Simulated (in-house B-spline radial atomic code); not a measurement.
Pb²⁺. Computed with a B-spline radial atomic code. Model: non-relativistic spherical atom: semilocal Troullier-Martins pseudo-atom, one channel per l, against all electrons, high spin, G0W0 and RPA with empty states to l = 8, local potential for every l without a channel, a model core (radius 0 = none) keeps its share of the functional.

The core holds an angular momentum without a channel of its own, so the local potential lets valence electrons into it.

Without relativity these are model numbers for so heavy an element.

What the tables leave out is listed at the end.

The pseudopotential gives back the lowest level of each angular momentum of its own functional in the configuration it was made in; a second state of the same l is only approximately right. Exact exchange, RPA and GW see the smooth pseudo-orbitals and miss the exchange with the core, for which the functional's share stands in. The column with an uncorrelated core keeps all orbitals and exact exchange, and so separates missing core correlation from pseudisation. Only the three outermost levels and the lowest empty one were computed. RPA here is direct RPA, with no exchange kernel, and its energies carry an (l + 1/2)⁻⁴ tail. A hybrid on a potential with a model core restores only its own semilocal share of the core's exchange.

Command:
```bash
python run_psgw.py task.json out
```
Settings (lengths in bohr, energies in hartree):
```
Z                      82
electrons              80
configuration          [Xe] 4f14 5d10 6s2
generated_in           [Xe] 4f14 5d10 6s2 6p2
functional             pbe,pbe
core_shells            11
radius_factor          1
core_correction        True
ion_configuration      [Xe] 4f14 5d10 6s1
```

Time taken, with all properties: 82 s on 1 thread of Intel(R) Xeon(R) Platinum 8488C (Sapphire Rapids), on a shared host.

Given: made with PBE; model core radius 0.725 bohr; local radius 1.113 bohr; mean-field start PBE.

Valence shells of the generating configuration: 5p, 5d, 6s, 6p.

Channel: s 2.222, p 0.917, d 1.068 (radii in bohr).

Computed: largest level miss in the spin-unpolarised generating configuration 0.067 eV; valence RPA correlation energy all-electron orbitals -1.063 hartree; valence RPA correlation energy pseudo -1.3531 hartree; all-electron RPA polarisability, core included 16.437 bohr³; pseudo-atom RPA polarisability 16.438 bohr³; ionisation by mean-field all-electron 28.215 eV; ionisation by mean-field pseudo minus all 0.076 eV.

```csv
level,occupied,mean-field all-electron (eV),mean-field pseudo minus all (eV),G0W0 all-electron (eV),G0W0 uncorrelated core minus all (eV),G0W0 pseudo minus all (eV),exchange self-energy all-electron (eV),exchange self-energy pseudo (eV)
6s,1,-23.987,-0.067,-28.481,0.043,-1.402,-14.956,-15.115
5d,1,-40.741,-0.128,-48.273,0.127,0.598,-41.745,-33.042
6p (empty),0,-16.995,-0.174,-13.996,0.047,0.007,-5.2027,-3.8017
```

Question: What is the ionisation by RPA all-electron?

Answer: 28.522 eV.

Question: What is the ionisation by RPA pseudo minus all?

Answer: 1.417 eV.

Given: mean-field start PBE0.

Computed: valence RPA correlation energy all-electron orbitals -1.012 hartree; valence RPA correlation energy pseudo -1.2846 hartree; all-electron RPA polarisability, core included 15.05 bohr³; ionisation by mean-field all-electron 27.873 eV; ionisation by RPA all-electron 28.348 eV; ionisation by RPA pseudo minus all 1.556 eV.

```json
{"level": "6s", "occupied": "1", "mean-field all-electron (eV)": "-24.8", "mean-field pseudo minus all (eV)": "-0.604", "G0W0 all-electron (eV)": "-28.381", "G0W0 uncorrelated core minus all (eV)": "0.046", "G0W0 pseudo minus all (eV)": "-1.565", "exchange self-energy all-electron (eV)": "-14.79", "exchange self-energy pseudo (eV)": "-15.699"}
{"level": "6p (empty)", "occupied": "0", "mean-field all-electron (eV)": "-16.075", "mean-field pseudo minus all (eV)": "0.102", "G0W0 all-electron (eV)": "-13.942", "G0W0 uncorrelated core minus all (eV)": "0.045", "G0W0 pseudo minus all (eV)": "0.203", "exchange self-energy all-electron (eV)": "-4.9566", "exchange self-energy pseudo (eV)": "-3.5743"}
```

Question: What is the ionisation by mean-field pseudo minus all?

Answer: 0.678 eV.

Question: What is the pseudo-atom RPA polarisability?

Answer: 13.968 bohr³.

Among the listed levels the largest G0W0 shift of the pseudo-atom is -1.56 eV, for 6s on the PBE0 start, while leaving the core uncorrelated moves that level by +0.05 eV. So pseudisation and the lost core exchange, not the missing core correlation, make the error. Not in the tables (levels of low weight, unsolved or above zero; the highest and the empty levels are kept at any weight): on PBE the G0W0 levels 5p (pseudo minus all +2.89 eV, weights 0.10 and 0.02); on PBE0 the G0W0 levels 5d (pseudo minus all +0.70 eV, weights 0.76 and 0.53), 5p (pseudo minus all -19.40 eV, weights 0.02 and 0.18); no Hartree-Fock pseudo-atom is run with a model core.
